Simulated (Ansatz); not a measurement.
This geometry of Cl3GeH + H3Si (9 atoms, charge 0, multiplicity 2) is a first-order saddle point.

These are results of Ansatz, UKS PBE/def2-SVP, not measurements.

```xyz
9
Properties=species:S:1:pos:R:3
Ge 0.009 0.015 0.003
Cl 0.039 0.068 2.292
Cl 2.043 0.001 -0.767
Cl -1.020 1.769 -0.768
H -0.727 -1.260 -0.501
Si -0.006 -0.011 4.993
H -0.783 -1.221 5.427
H 1.429 -0.080 5.429
H -0.666 1.266 5.429
```

(1) Which two structures does it join? (They come from a converged band through this point; their orientation in space is the band's.)

(2) How far does it lie above each of them?

## Answers

(1) Bonds broken: Ge1–Cl2. Bonds formed: Cl2–Si6. Cl3GeH + H3Si becomes Cl2GeH + ClH3Si.

First end point:

```xyz
9
Properties=species:S:1:pos:R:3
Ge 0.001 0.001 -0.281
Cl 0.015 0.025 1.891
Cl 2.043 0.026 -0.987
Cl -0.998 1.782 -0.987
H -0.725 -1.257 -0.803
Si -0.006 -0.010 5.338
H -0.779 -1.214 5.802
H 1.429 -0.075 5.783
H -0.662 1.268 5.782
```

Last end point:

```xyz
9
Properties=species:S:1:pos:R:3
Ge 0.007 0.011 -0.427
Cl -0.015 -0.026 3.131
Cl 2.060 0.013 -1.199
Cl -1.018 1.789 -1.199
H -0.711 -1.232 -1.091
Si -0.003 -0.005 5.222
H -0.768 -1.197 5.715
H 1.419 -0.069 5.693
H -0.653 1.262 5.692
```

(2) 1.3 kcal/mol above the first and 14.9 kcal/mol above the second. This is the barrier of this one path; another mechanism may lie lower.

Run time: 2.1 min on 4 threads of Arm Neoverse V2, with other jobs on the host, peak memory 0.22 GiB.
